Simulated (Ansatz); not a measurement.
C₃H₅BN₂, SMILES NB1C=CN=C1.

Coordinates come from a PBE-D3(BJ)/def2-SVP optimisation. The structure was generated by enumeration, and PubChem lists no compound with its InChIKey, so it may never have been made. Other conformers were not sampled.

Two levels are set side by side: PBE/def2-TZVPD (Ansatz, a program for electronic structure) and CAM-B3LYP/def2-TZVPD (Ansatz). Energy differences of separate SCF runs at the same geometry; the states with an electron removed or added have multiplicity 2 and 2. Differences are taken from unrounded values.

```csv
quantity,CAM-B3LYP,PBE,PBE minus CAM-B3LYP
vertical ionisation energy (eV),8.93,8.79,-0.14
vertical electron affinity (eV),0.44,0.50,0.06
vertical singlet–triplet gap (eV),2.25,2.15,-0.10
```
